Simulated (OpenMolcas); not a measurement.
An atom or ion with 48 electrons was computed by SS-CASPT2, IPEA 0.25 Eh, imaginary shift 0.1 Eh with spin-orbit coupling (OpenMolcas, ANO-RCC-VTZP, DKH2). The lowest levels that the run gave, each within 12 % of the measured value where one is at hand:

```
J  Parity  E (cm⁻¹)      g
0    even       0.0       
0     odd     96760       
1     odd    100740  1.486
2     odd    112470  1.501
1     odd    141280  1.016
0    even    225170       
1    even    234760  1.501
2    even    236770  1.219
2    even    251280  1.282
0    even    274350
```

Task: Which ion is it, and what are the configurations and terms?

Result: Xe VII (Z = 54, charge +6; active space 2 electrons in 4 orbitals (5s 5p)). J, parity and g give the terms where levels are pure, and mixed ones are named by the computed weights; the size of the splittings, set against known spectra of the 48-electron sequence, gives the charge. In order, with the measured energies in cm⁻¹ (Saloman, J. Phys. Chem. Ref. Data 33, 765 (2004)): 5s² ¹S₀, 5s 5p ³P°₀ (96141), 5s 5p ³P°₁ (100451), 5s 5p ³P°₂ (113676), 5s 5p ¹P°₁ (143259), 5p² ³P₀ (223673), 5p² ³P₁ (234685), 5p² ¹D₂ [56 %] (236100), 5p² ³P₂ [56 %] (251853), 5p² ¹S₀ (273208).

CASPT2 breaks the degeneracy within a term, and the mean is taken; among the terms shown or strongly mixed into the levels shown the widest spread is 16 cm-1 (5p² ¹D). Over all roots computed the reference weight is 0.90 to 0.96; the roots of lowest weight are the least certain, and an intruder state may touch them. The ¹D term of p² mixes with s d, which this space lacks. Measured partners are found by configuration, term and J. A level has none where our copy of the source lacks it or the pairing is in doubt (some pairs that miss far off the trend of their configuration count as doubtful), and it then counts in no deviation. Levels of configurations outside the active space are missing.

A share in square brackets marks a mixed level and gives the weight of the term that names it. ° marks odd parity.
